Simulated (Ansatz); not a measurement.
Ansatz results at the PBE0-D4/def2-TZVP geometry: LUMO energy (B3LYP/def2-TZVPP) -1.71 eV; size of the dipole moment (ωB97M-V/def2-TZVPP) 1.91 D; HOMO energy (ωB97M-V/def2-TZVPP) -11.83 eV.

Each molecule was computed in one conformer, which needn't be the lowest.

(1) Which molecule gave them?
A. `[OH][Ga]([OH])[F]`
B. `[NH2][Ga]([F])[Cl]`
C. `[F][Ga]([F])[O][SiH3]`
D. `C#[C][Ga]([F])[F]`

Answers

(1) A. The others give `C#[C][Ga]([F])[F]`: -2.04, 3.19, -11.43; `[F][Ga]([F])[O][SiH3]`: -2.34, 1.40, -11.55; `[NH2][Ga]([F])[Cl]`: -1.42, 2.89, -10.57.

B3LYP here is the variant with VWN-RPA as its local correlation; programs differ in this.
